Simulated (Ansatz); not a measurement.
Reaction (formal exchange of groups at the Si–N bond): `N[SiH]([SeH])Br` + `FCS` → `[SeH][SiH2]Br` + `NC(F)S`

Program: Ansatz. Geometries: PBE0-D4/def2-TZVP. ΔE: electronic, gas phase. CBS: MP2 limit from def2 TZ/QZ plus the TZ coupled-cluster correction, frozen cores. Functionals use def2-TZVPP. HSE06 is defined as in plane-wave codes. For Br, Se outer-core shells are correlated without core-valence functions, which leaves a few kJ/mol of doubt a bond. Scalar relativity is left out up to krypton. Each species was taken in one conformer, which may not be the lowest.

```csv
level,ΔE (kcal/mol),difference from CCSD(T)/CBS
revPBE-D4,24.0,-2.7
B97M-V,26.0,-0.7
PBE0-D4,24.8,-1.9
HSE06-D4,24.8,-1.9
PBE-QIDH,25.9,-0.8
PBE,23.4,-3.3
revPBE,23.5,-3.2
r2SCAN,25.2,-1.5
r2SCAN0,25.7,-1.0
BHLYP,26.0,-0.7
HF/def2-TZVPP,26.1,-0.6
CCSD/def2-TZVPP,26.1,-0.6
CCSD(T)/def2-TZVPP,25.8,-0.9
HF/def2-QZVPP,26.4,-0.3
HF/CBS(def2),26.4,-0.3
MP2/CBS(def2),28.1,1.4
CCSD(T)/CBS,26.7,0
```

Largest T1 diagnostic among the species: 0.011.

From PBE to PBE0 (25 % exact exchange), in def2-TZVPP and without D4, ΔE moves by +0.9 kcal/mol. At CCSD(T), def2-SVP lies −6.0 kcal/mol from the extrapolated value and def2-TZVPP −0.9 kcal/mol.
